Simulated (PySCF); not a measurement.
Species: CH₇GeN.
SMILES: `[CH3][GeH2][NH2]`

Theory: MP2 and CCSD/aug-cc-pVDZ in PySCF, restricted Hartree–Fock reference, frozen core, non-relativistic, gas phase, PBE0-D3(BJ)/def2-SVP geometry.

E(HF) = -2171.74958 Eh.

Problem. How large is the problem?

Solution. 145 basis functions and 52 electrons; 11 orbitals frozen, which leaves o = 15 correlated occupied and v = 119 virtual orbitals. That is o·v = 1785 singles and o·v(o·v + 1)/2 = 1594005 distinct closed-shell doubles amplitudes before symmetry; the costliest CCSD step grows as o²v⁴ = 4.5 × 10^10.

Problem. What are the MP2 and CCSD correlation energies?

Solution. MP2 -0.4756 Eh and CCSD -0.5200 Eh, which gives totals of -2172.22514 and -2172.26958 Eh. That is 0.472 eV for each correlated electron at CCSD (1365 kJ/mol in all, 0.024 % of the total energy); MP2 gives 91.5 % of the CCSD value.

Problem. What is the T1 diagnostic?

Solution. 0.0092, below the customary warning level of 0.02. It is the norm of the spatial-orbital singles amplitudes over the root of the number of correlated electrons, so the norm is 0.050.

Problem. How does correlation change the dipole moment?

Solution. HF gives 0.91 D and CCSD (unrelaxed density) 0.83 D, a change of -0.08 D.

Connected triples and the basis-set limit are missing.

The values belong to the conformer `[CH3:1][GeH2:2][NH2:3]`: H–N3–Ge2–C1 64°, H–N3–Ge2–C1 -172°.
